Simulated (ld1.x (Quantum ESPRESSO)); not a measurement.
# Zn (Z = 30): excitation energies, all-electron against PAW

* Element: zinc
* Generator: ld1.x (Quantum ESPRESSO) 7.5
* Type: PAW
* Functional: PBEsol
* Relativity: scalar-relativistic
* Frozen core: [Ne] 3s2
* Valence charge: 18
* Reference configuration: 3p6 3d10 4s1 4p1
* Partial waves: 4s (bound): rcut 1.80, rcutus 2.50 bohr; 4s channel at 3 Ry: rcut 1.80, rcutus 2.50 bohr; 3p (bound): rcut 1.00, rcutus 1.10 bohr; 4p (bound): rcut 1.00, rcutus 1.10 bohr; 3d (bound): rcut 1.00, rcutus 1.40 bohr; 3d channel at -0.45 Ry: rcut 1.00, rcutus 1.40 bohr
* Local potential: all-electron potential smoothed inside 1.50 bohr (lloc = -1)
* Core correction: Bessel-smoothed model core inside 1.00 bohr
* Augmentation charge: BESSEL, radius 0.80 bohr

Energies are relative to the spin-unpolarised reference configuration 3p6 3d10 4s1 4p1; without spin polarisation the order of configurations can differ from experiment.

```csv
valence configuration,charge,ΔE all-electron (eV),error AE − PS (meV)
3p6 3d10 4s1 4p0,+1,4.773,-0.3
3p6 3d10 4s0 4p0,+2,23.122,+27
3p6 3d10 4s0 4p1,+1,11.131,+24
3p6 3d8 4s0 4p0,+4,125.412,-239
3p6 3d10 4s0 4p2,0,5.477,+22
3p6 3d9 4s0 4p0,+3,63.630,-39
```

(1) What are ΔE and the potential's error for 3p6 3d10 4s2 4p0?

Levels in the configuration 3p6 3d10 4s0 4p1:

```csv
level,all-electron (eV),pseudo (eV)
3p,-94.789,-94.818
3d,-21.575,-21.599
4p,-8.659,-8.656
```

Results:

(1) ΔE = -5.126 eV all-electron; the error (AE − PS) is +32 meV.
